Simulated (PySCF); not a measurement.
PySCF input for CHF2, SMILES [CH](F)F, multiplicity 2, TDA-B3LYP/def2-TZVPD. Geometry optimised at B3LYP-D3(BJ)/def2-TZVP. The isomer is the one that the SMILES or the coordinates give; other isomers of the formula were not compared.

```python
import numpy as np
from pyscf import gto, scf, dft, tdscf

mol = gto.M(
    atom='''
    F    -0.02819470   -0.24193783   -1.09735506
    C     0.14983835    0.48712231    0.00000000
    F    -0.02819470   -0.24193783    1.09735506
    H    -0.39152553    1.43214714    0.00000000
    ''',
    basis='def2-TZVPD',
    charge=0,
    spin=1,
    max_memory=1600,
    verbose=4,
)
mf = dft.UKS(mol, xc='b3lyp').density_fit(auxbasis='def2-universal-jkfit')
mf.grids.level = 3
mf.conv_tol = 1e-9
mf.max_cycle = 100
mf.kernel()
fine, coarse = mf.grids, dft.Grids(mol).set(level=1).build(with_non0tab=True)
for _ in range(3):  # follow internal instabilities
    mf.grids = coarse
    mo, _, stable, _ = mf.stability(return_status=True, nroots=4)
    mf.grids = fine
    if stable:
        break
    mf.kernel(mf.make_rdm1(mo, mf.mo_occ))
mf.grids = dft.Grids(mol).set(level=1).build(with_non0tab=True)  # coarser grid for the response kernel
td = tdscf.TDA(mf)
td.nstates = 10
td.conv_tol = 1e-4
td.kernel(x0=td.get_init_guess(mf, 15))
td.analyze()
```

Output:

```
PySCF version 2.14.0

[INPUT] verbose = 4
[INPUT] num. atoms = 4
[INPUT] num. electrons = 25
[INPUT] charge = 0
[INPUT] spin (= nelec alpha-beta = 2S) = 1
[INPUT] symmetry False subgroup None
[INPUT] Mole.unit = angstrom
[INPUT] Symbol           X                Y                Z      unit          X                Y                Z       unit  Magmom
[INPUT]  1 F     -0.028194700000  -0.241937830000  -1.097355060000 AA   -0.053280261164  -0.457196237872  -2.073700524806 Bohr   0.0
[INPUT]  2 C      0.149838350000   0.487122310000   0.000000000000 AA    0.283153444457   0.920527755065   0.000000000000 Bohr   0.0
[INPUT]  3 F     -0.028194700000  -0.241937830000   1.097355060000 AA   -0.053280261164  -0.457196237872   2.073700524806 Bohr   0.0
[INPUT]  4 H     -0.391525530000   1.432147140000   0.000000000000 AA   -0.739876022475   2.706365864679   0.000000000000 Bohr   0.0

nuclear repulsion = 70.1165393197033
number of shells = 46
number of NR pGTOs = 173
number of NR cGTOs = 126
basis = def2-TZVPD
ecp = {}


[settings echo left out]
init E= -238.705525977132
  alpha nocc = 13  HOMO = -0.154640495858782  LUMO = 0.00767206357664207
  beta  nocc = 12  HOMO = -0.446620210730359  LUMO = -0.154640495858779

WARN: HOMO -0.154640495858782 >= LUMO -0.154640495858779

cycle= 1 E= -238.362487137008  delta_E= 0.343  |g|= 0.452  |ddm|= 1.11
  alpha nocc = 13  HOMO = -0.257933274179624  LUMO = 0.0009399266556116
  beta  nocc = 12  HOMO = -0.364306950165542  LUMO = -0.122649471429369
  HOMO = -0.25793327418  LUMO = -0.122649471429  gap/eV = 3.68126
cycle= 2 E= -238.250993281385  delta_E= 0.111  |g|= 0.768  |ddm|= 0.619
  alpha nocc = 13  HOMO = -0.245529076383136  LUMO = 0.0109615730791894
  beta  nocc = 12  HOMO = -0.434490009391894  LUMO = -0.0928253085861037
  HOMO = -0.245529076383  LUMO = -0.0928253085861  gap/eV = 4.15528
cycle= 3 E= -238.427050291782  delta_E= -0.176  |g|= 0.0338  |ddm|= 0.312
  alpha nocc = 13  HOMO = -0.244107262642057  LUMO = 0.0129420423699251
  beta  nocc = 12  HOMO = -0.426721786369122  LUMO = -0.0841543697192009
  HOMO = -0.244107262642  LUMO = -0.0841543697192  gap/eV = 4.35254
cycle= 4 E= -238.427434455774  delta_E= -0.000384  |g|= 0.0115  |ddm|= 0.0332
  alpha nocc = 13  HOMO = -0.24838503106168  LUMO = 0.0127118564627402
  beta  nocc = 12  HOMO = -0.429160783114209  LUMO = -0.0852173309877635
  HOMO = -0.248385031062  LUMO = -0.0852173309878  gap/eV = 4.44002
cycle= 5 E= -238.427494401377  delta_E= -5.99e-05  |g|= 0.00348  |ddm|= 0.0167
  alpha nocc = 13  HOMO = -0.247445588941204  LUMO = 0.0129070922985939
  beta  nocc = 12  HOMO = -0.428322903969503  LUMO = -0.0836272325029306
  HOMO = -0.247445588941  LUMO = -0.0836272325029  gap/eV = 4.45772
cycle= 6 E= -238.427501597083  delta_E= -7.2e-06  |g|= 0.00085  |ddm|= 0.00351
  alpha nocc = 13  HOMO = -0.247747871232594  LUMO = 0.0129167114223989
  beta  nocc = 12  HOMO = -0.428376664690142  LUMO = -0.0836757364187939
  HOMO = -0.247747871233  LUMO = -0.0836757364188  gap/eV = 4.46463
cycle= 7 E= -238.427502254767  delta_E= -6.58e-07  |g|= 0.000193  |ddm|= 0.00151
  alpha nocc = 13  HOMO = -0.247738356834972  LUMO = 0.0129170131436354
  beta  nocc = 12  HOMO = -0.428372073131547  LUMO = -0.0836557990765634
  HOMO = -0.247738356835  LUMO = -0.0836557990766  gap/eV = 4.46491
cycle= 8 E= -238.427502286307  delta_E= -3.15e-08  |g|= 5.48e-05  |ddm|= 0.000299
  alpha nocc = 13  HOMO = -0.247736129991406  LUMO = 0.0129197310607516
  beta  nocc = 12  HOMO = -0.428369901364325  LUMO = -0.0836556020323904
  HOMO = -0.247736129991  LUMO = -0.0836556020324  gap/eV = 4.46486
cycle= 9 E= -238.427502288414  delta_E= -2.11e-09  |g|= 9.96e-06  |ddm|= 8.14e-05
  alpha nocc = 13  HOMO = -0.247735926367604  LUMO = 0.0129193135358427
  beta  nocc = 12  HOMO = -0.42837240294904  LUMO = -0.0836567939058241
  HOMO = -0.247735926368  LUMO = -0.0836567939058  gap/eV = 4.46482
cycle= 10 E= -238.427502288478  delta_E= -6.4e-11  |g|= 2.08e-06  |ddm|= 1.43e-05
  alpha nocc = 13  HOMO = -0.2477359155397  LUMO = 0.0129194035527895
  beta  nocc = 12  HOMO = -0.428372315012938  LUMO = -0.0836568035848799
  HOMO = -0.24773591554  LUMO = -0.0836568035849  gap/eV = 4.46482
Extra cycle  E= -238.427502288481  delta_E= -2.84e-12  |g|= 9.15e-07  |ddm|= 2.58e-06
converged SCF energy = -238.427502288481  <S^2> = 0.75230627  2S+1 = 2.0023049
tot grids = 18256
uhf_internal: lowest eigs of H = [0.42244037 0.47592861 0.47671031 0.52520692]
<class 'pyscf.df.df_jk.DFUKS'> wavefunction is stable in the internal stability analysis
tot grids = 18256


******** <class 'pyscf.tdscf.uks.TDA'> for <class 'pyscf.df.df_jk.DFUKS'> ********
nstates = 10
deg_eia_thresh = 1.000e-03
wfnsym = None
conv_tol = 0.0001
eigh lindep = 1e-12
eigh level_shift = 0
eigh max_cycle = 100


Excitation energies (eV)
[5.82340233 6.57295772 6.58081652 7.34075129 7.49895125 7.79031267
 8.37251266 8.53822562 8.56321305 8.73783606]

** Excitation energies and oscillator strengths **
Excited State   1:      5.82340 eV    212.91 nm  f=0.0174
      13a ->   14a      0.99096
Excited State   2:      6.57296 eV    188.63 nm  f=0.0073
      13a ->   16a      0.97024
      13a ->   18a      0.15781
      13a ->   23a      0.14999
Excited State   3:      6.58082 eV    188.40 nm  f=0.0006
      13a ->   15a     -0.97612
      13a ->   20a      0.14842
Excited State   4:      7.34075 eV    168.90 nm  f=0.0222
      13a ->   17a     -0.60217
      12b ->   13b      0.78051
Excited State   5:      7.49895 eV    165.34 nm  f=0.0149
      13a ->   17a      0.78355
      12b ->   13b      0.60557
Excited State   6:      7.79031 eV    159.15 nm  f=0.0002
      10b ->   13b     -0.24793
      11b ->   13b      0.96513
Excited State   7:      8.37251 eV    148.08 nm  f=0.0237
      13a ->   16a     -0.11496
      13a ->   18a      0.22977
      13a ->   21a      0.22128
      13a ->   23a      0.12202
      10b ->   13b      0.88771
      11b ->   13b      0.21784
Excited State   8:      8.53823 eV    145.21 nm  f=0.0032
      13a ->   16a      0.17047
      13a ->   18a     -0.92242
      13a ->   23a     -0.18979
      10b ->   13b      0.25950
Excited State   9:      8.56321 eV    144.79 nm  f=0.0268
      13a ->   15a     -0.15258
      13a ->   19a      0.46827
      13a ->   20a     -0.84048
      13a ->   22a      0.11392
      13a ->   24a      0.11245
Excited State  10:      8.73784 eV    141.89 nm  f=0.0203
      13a ->   19a      0.87268
      13a ->   20a      0.46152
      13a ->   22a     -0.12040

** Transition electric dipole moments (AU) **
state          X           Y           Z        Dip. S.      Osc.
  1         0.3038     -0.1730      0.0000      0.1222      0.0174
  2        -0.0000     -0.0000      0.2124      0.0451      0.0073
  3         0.0539      0.0273      0.0000      0.0036      0.0006
  4        -0.2966     -0.1882      0.0000      0.1234      0.0222
  5         0.0884      0.2706     -0.0000      0.0810      0.0149
  6         0.0000     -0.0000     -0.0341      0.0012      0.0002
  7         0.0000     -0.0000     -0.3402      0.1157      0.0237
  8        -0.0000      0.0000     -0.1243      0.0154      0.0032
  9         0.3572     -0.0150     -0.0000      0.1278      0.0268
 10        -0.2225      0.2129     -0.0000      0.0949      0.0203

** Transition velocity dipole moments (imaginary part, AU) **
state          X           Y           Z        Dip. S.      Osc.
  1         0.0538     -0.0174      0.0000      0.0032      0.0100
  2        -0.0000     -0.0000      0.0326      0.0011      0.0029
  3         0.0518      0.0021      0.0000      0.0027      0.0074
  4        -0.0612     -0.0363      0.0000      0.0051      0.0125
  5         0.0662      0.0736     -0.0000      0.0098      0.0237
  6         0.0000     -0.0000      0.0102      0.0001      0.0002
  7         0.0000     -0.0000     -0.0258      0.0007      0.0014
  8        -0.0000     -0.0000     -0.0059      0.0000      0.0001
  9         0.0448      0.0058     -0.0000      0.0020      0.0043
 10        -0.0552      0.0459     -0.0000      0.0051      0.0107

** Transition magnetic dipole moments (imaginary part, AU) **
state          X           Y           Z
  1         0.0000      0.0000      0.4495
  2        -0.0226      0.6444      0.0000
  3        -0.0000      0.0000     -0.2929
  4        -0.0000      0.0000     -0.4978
  5         0.0000     -0.0000     -0.5571
  6         0.0596      0.2385      0.0000
  7         0.0120     -0.0336      0.0000
  8        -0.0050     -0.2871     -0.0000
  9        -0.0000     -0.0000      0.5971
 10         0.0000      0.0000     -0.3482
```

The run converged.

Cost: roughly 50 core-seconds.
